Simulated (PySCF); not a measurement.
**Property card for `CC#CC1[SiH2]C[SiH2]1`**

Compound: C5H10Si2.
Cartesian coordinates in Å at the GFN2-xTB level; atoms count from 1:
```
atom  x, y, z in Å
C1     3.5462    0.4558    0.0239
C2     2.1696    0.0357   -0.1521
C3     1.0339   -0.3221   -0.3053
C4    -0.3354   -0.7131   -0.4631
Si5   -1.5532    0.6372   -1.1273
C6    -2.6590    0.2624    0.3941
Si7   -1.3691   -0.9338    1.1588
H8     3.5985    1.2800    0.7363
H9     3.9643    0.7880   -0.9272
H10    4.1489   -0.3716    0.4009
H11   -0.3639   -1.6146   -1.0810
H12   -2.1478    0.3251   -2.4305
H13   -0.9861    1.9849   -1.1385
H14   -3.6050   -0.2119    0.1448
H15   -2.9015    1.1267    1.0065
H16   -1.8412   -2.3015    1.3952
H17   -0.7061   -0.4152    2.3546
```

Structural features include: alkyne, Si–H bond and C–Si bond.

GFN2-xTB geometry:

| Property | Result |
| --- | --- |
| Rotational constants A, B, C of the GFN2-xTB geometry | 3.220, 0.969, 0.810 GHz |

From PBE0/def2-SVPD ground state and vertical TDDFT (core frozen in the response) (PySCF):

| Item | Value |
| --- | --- |
| Dipole moment | 0.55 D |
| HOMO energy | -6.49 eV |
| LUMO energy | -0.28 eV |
| HOMO–LUMO gap | 6.21 eV |
| Lowest singlet excitation | 5.13 eV (242 nm, f = 0.012) |
| Strongest line among the 6 lowest singlet transitions | S1 at 5.13 eV (242 nm, f = 0.012) |
| Lowest triplet excitation (Tamm–Dancoff) | 4.91 eV |
| Static isotropic polarisability | 112.6 au |
| Electronic spatial extent ⟨r²⟩ about the centre of nuclear charge | 1489 bohr² |

From PBE0/pcSseg-1 ground state and GIAO shieldings, non-relativistic (PySCF):

| Quantity | Value |
| --- | --- |
| Lowest Hirshfeld atomic charge | -0.26 e on C6 |
| Highest Hirshfeld atomic charge | +0.36 e on Si5/Si7 |
| 13C chemical shifts (computed TMS as zero) by class | 84.7 (C3), 80.6 (C2), 6.6 (C4), 5.4 (C1), -7.8 (C6) ppm |
| 1H chemical shifts (computed TMS as zero) by class | 5.05 (H12/H16), 4.85 (H13/H17), 2.28 (H11), 1.97 (H8/H9/H10), 0.58 (H15), 0.54 (H14) ppm |
| Isotropic shieldings of nuclei other than C and H, by class | 373 (Si5/Si7) ppm |
| Mayer bond orders between heavy atoms | C1–C2 1.23, C2–C3 2.53, C3–C4 1.09, C4–Si5 0.84, Si5–C6 0.91, C6–Si7 0.91, Si7–C4 0.84 |

Monoisotopic mass (most abundant isotopes): 126.0321 u.

No computed singlet falls in the visible range (750 to 380 nm, 1.65 to 3.26 eV); S1 lies 1.87 eV above its blue end. In wavenumbers S1 is 41400 cm⁻¹ (1 eV = 8065.54 cm⁻¹). The vertical singlet–triplet gap S1 − T1 is 0.22 eV (TDDFT singlet less Tamm–Dancoff triplet; S1: HOMO→LUMO, weight 0.98; T1: HOMO→LUMO, weight 0.94). The largest Löwdin shares of the HOMO are 0.31 on C2, 0.28 on C3, 0.14 on C4 and 0.06 on C1. The dipole matches unit charges of opposite sign 0.11 Å apart (1 e·Å = 4.8032 D). The polarisability is 16.69 Å³ as a volume (1 au = 0.148185 Å³), or 1.66 au for each of the 68 electrons.

Isolated species at its GFN2-xTB geometry, gas phase.
